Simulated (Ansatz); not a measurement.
BFHO, SMILES FB=[OH+], charge +1. Atoms are numbered in the order given.

```xyz
4

O      0.0000     0.0000    -1.1860
B      0.0000     0.0000     0.0361
F      0.0000     0.0000     1.2796
H      0.0000     0.0000    -2.1541
```
Charge +1, spin multiplicity 1.

The structure is a stationary point at B3LYP-D3(BJ)/def2-TZVP. The isomer is the one that the SMILES or the coordinates give; other isomers of the formula were not compared.

Two levels are set side by side: PBE-D3(BJ)/def2-TZVP (Ansatz, a program for electronic structure) and B3LYP-D3(BJ)/def2-TZVP (Ansatz). Each level has its own optimised geometry; the coordinates shown are those of the second. Differences are taken from unrounded values.

```tsv
quantity	B3LYP-D3(BJ)	PBE-D3(BJ)	PBE-D3(BJ) minus B3LYP-D3(BJ)
mean bond length (Å)	1.145	1.152	0.008
bond O1–B2 (Å)	1.222	1.230	0.008
bond B2–F3 (Å)	1.243	1.252	0.009
bond O1–H4 (Å)	0.968	0.974	0.006
```

GGA bonds tend to be longer and softer than those of functionals with exact exchange. Differences between two approximate levels are no errors against the true value.
